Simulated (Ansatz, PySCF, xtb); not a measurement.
Diatomic SN+, closed-shell singlet (the spin of the measured ground state).

The constants come from a fifth-degree fit in 1/R (seven points, main isotopes). Runs in def2 and cc sets follow the lowest solution found near the PBE0 minimum. The singlet is held restricted. HF and MP2 rows in def2 and cc sets belong to the determinant that coupled cluster picked by its CCSD energy.

The values were computed with Ansatz (a quantum-chemistry and plane-wave program); PySCF for 3-21G rows, 6-31G* rows; xtb for the GFN methods. 

```json
[
 {"level": "GFN2-xTB", "r_e (Å)": "1.397", "ω_e (cm⁻¹)": "1609", "B_e (cm⁻¹)": "0.887", "ω_e x_e (cm⁻¹)": "8.7"},
 {"level": "HF/3-21G", "r_e (Å)": "1.462", "ω_e (cm⁻¹)": "1512", "B_e (cm⁻¹)": "0.810", "ω_e x_e (cm⁻¹)": "5.5"},
 {"level": "HF/def2-TZVPP", "r_e (Å)": "1.388", "ω_e (cm⁻¹)": "1734", "B_e (cm⁻¹)": "0.899", "ω_e x_e (cm⁻¹)": "5.7"},
 {"level": "HF/aug-cc-pV(Q+d)Z", "r_e (Å)": "1.387", "ω_e (cm⁻¹)": "1735", "B_e (cm⁻¹)": "0.900", "ω_e x_e (cm⁻¹)": "5.7"},
 {"level": "HF/def2-QZVPP", "r_e (Å)": "1.387", "ω_e (cm⁻¹)": "1736", "B_e (cm⁻¹)": "0.900", "ω_e x_e (cm⁻¹)": "5.7"},
 {"level": "HF/aug-cc-pV(5+d)Z", "r_e (Å)": "1.386", "ω_e (cm⁻¹)": "1736", "B_e (cm⁻¹)": "0.901", "ω_e x_e (cm⁻¹)": "5.7"},
 {"level": "PBE/def2-TZVPP", "r_e (Å)": "1.444", "ω_e (cm⁻¹)": "1434", "B_e (cm⁻¹)": "0.830", "ω_e x_e (cm⁻¹)": "6.6"},
 {"level": "BP86/6-31G*", "r_e (Å)": "1.458", "ω_e (cm⁻¹)": "1410", "B_e (cm⁻¹)": "0.814", "ω_e x_e (cm⁻¹)": "6.6"},
 {"level": "r2SCAN/def2-TZVPP", "r_e (Å)": "1.431", "ω_e (cm⁻¹)": "1492", "B_e (cm⁻¹)": "0.845", "ω_e x_e (cm⁻¹)": "6.5"},
 {"level": "B97M-V/def2-TZVPP", "r_e (Å)": "1.426", "ω_e (cm⁻¹)": "1519", "B_e (cm⁻¹)": "0.851", "ω_e x_e (cm⁻¹)": "6.6"},
 {"level": "B3LYP/def2-TZVPP", "r_e (Å)": "1.427", "ω_e (cm⁻¹)": "1508", "B_e (cm⁻¹)": "0.851", "ω_e x_e (cm⁻¹)": "6.6"},
 {"level": "PBE0/def2-TZVPP", "r_e (Å)": "1.423", "ω_e (cm⁻¹)": "1541", "B_e (cm⁻¹)": "0.855", "ω_e x_e (cm⁻¹)": "6.3"},
 {"level": "BHLYP/def2-TZVPP", "r_e (Å)": "1.405", "ω_e (cm⁻¹)": "1620", "B_e (cm⁻¹)": "0.877", "ω_e x_e (cm⁻¹)": "6.1"},
 {"level": "CAM-B3LYP/def2-TZVPP", "r_e (Å)": "1.415", "ω_e (cm⁻¹)": "1568", "B_e (cm⁻¹)": "0.864", "ω_e x_e (cm⁻¹)": "6.2"},
 {"level": "wB97X-V/def2-TZVPP", "r_e (Å)": "1.418", "ω_e (cm⁻¹)": "1580", "B_e (cm⁻¹)": "0.861", "ω_e x_e (cm⁻¹)": "5.8"},
 {"level": "wB97M-V/def2-TZVPP", "r_e (Å)": "1.418", "ω_e (cm⁻¹)": "1571", "B_e (cm⁻¹)": "0.861", "ω_e x_e (cm⁻¹)": "6.0"},
 {"level": "B2PLYP/def2-TZVPP", "r_e (Å)": "1.443", "ω_e (cm⁻¹)": "1391", "B_e (cm⁻¹)": "0.831", "ω_e x_e (cm⁻¹)": "9.0"},
 {"level": "MP2/6-31G*", "r_e (Å)": "1.482", "ω_e (cm⁻¹)": "1232", "B_e (cm⁻¹)": "0.788", "ω_e x_e (cm⁻¹)": "11"},
 {"level": "MP2/aug-cc-pV(T+d)Z", "r_e (Å)": "1.467", "ω_e (cm⁻¹)": "1266", "B_e (cm⁻¹)": "0.804", "ω_e x_e (cm⁻¹)": "11"},
 {"level": "MP2/def2-TZVPP", "r_e (Å)": "1.465", "ω_e (cm⁻¹)": "1269", "B_e (cm⁻¹)": "0.806", "ω_e x_e (cm⁻¹)": "11"},
 {"level": "MP2/aug-cc-pV(5+d)Z", "r_e (Å)": "1.460", "ω_e (cm⁻¹)": "1285", "B_e (cm⁻¹)": "0.813", "ω_e x_e (cm⁻¹)": "11"},
 {"level": "MP2/CBS(def2-TZVPP, def2-QZVPP)", "r_e (Å)": "1.459", "ω_e (cm⁻¹)": "1289", "B_e (cm⁻¹)": "0.813", "ω_e x_e (cm⁻¹)": "10"},
 {"level": "MP2/CBS(aug-cc-pV(Q+d)Z, aug-cc-pV(5+d)Z)", "r_e (Å)": "1.458", "ω_e (cm⁻¹)": "1290", "B_e (cm⁻¹)": "0.814", "ω_e x_e (cm⁻¹)": "11"},
 {"level": "SCS-MP2/aug-cc-pV(T+d)Z", "r_e (Å)": "1.460", "ω_e (cm⁻¹)": "1311", "B_e (cm⁻¹)": "0.812", "ω_e x_e (cm⁻¹)": "9.9"},
 {"level": "SCS-MP2/def2-TZVPP", "r_e (Å)": "1.458", "ω_e (cm⁻¹)": "1314", "B_e (cm⁻¹)": "0.814", "ω_e x_e (cm⁻¹)": "9.9"},
 {"level": "CCSD/aug-cc-pV(T+d)Z", "r_e (Å)": "1.433", "ω_e (cm⁻¹)": "1491", "B_e (cm⁻¹)": "0.843", "ω_e x_e (cm⁻¹)": "6.8"},
 {"level": "CCSD(T)/aug-cc-pV(Q+d)Z", "r_e (Å)": "1.442", "ω_e (cm⁻¹)": "1424", "B_e (cm⁻¹)": "0.833", "ω_e x_e (cm⁻¹)": "7.7"},
 {"level": "CCSD(T)/def2-QZVPP", "r_e (Å)": "1.441", "ω_e (cm⁻¹)": "1425", "B_e (cm⁻¹)": "0.833", "ω_e x_e (cm⁻¹)": "7.7"},
 {"level": "CCSD(T)/aug-cc-pV(5+d)Z", "r_e (Å)": "1.440", "ω_e (cm⁻¹)": "1430", "B_e (cm⁻¹)": "0.835", "ω_e x_e (cm⁻¹)": "7.7"},
 {"level": "CCSD(T)/CBS(aug-cc-pV(Q+d)Z, aug-cc-pV(5+d)Z)", "r_e (Å)": "1.438", "ω_e (cm⁻¹)": "1435", "B_e (cm⁻¹)": "0.837", "ω_e x_e (cm⁻¹)": "7.7"}
]
```

Frozen-core correlation. CBS: X⁻³ extrapolation of the correlation energy, Hartree–Fock from the larger set. Rows in 3-21G, 6-31G* carry no dispersion term and start afresh at each structure (6-31G* with six Cartesian d functions). MP2/6-31G* freezes PySCF's default core.

Doubts at one or more of the structures used: a restricted determinant that unrestricted orbitals would lower (HF/def2-TZVPP, HF/aug-cc-pV(Q+d)Z, HF/def2-QZVPP, HF/aug-cc-pV(5+d)Z, MP2/aug-cc-pV(T+d)Z, MP2/def2-TZVPP, MP2/aug-cc-pV(5+d)Z, MP2/CBS(def2-TZVPP, def2-QZVPP), MP2/CBS(aug-cc-pV(Q+d)Z, aug-cc-pV(5+d)Z), SCS-MP2/aug-cc-pV(T+d)Z, SCS-MP2/def2-TZVPP, CCSD/aug-cc-pV(T+d)Z, CCSD(T)/aug-cc-pV(Q+d)Z, CCSD(T)/def2-QZVPP, CCSD(T)/aug-cc-pV(5+d)Z, CCSD(T)/CBS(aug-cc-pV(Q+d)Z, aug-cc-pV(5+d)Z)).

Measured for the ground state: r_e 1.44 Å [NIST CCCBDB].
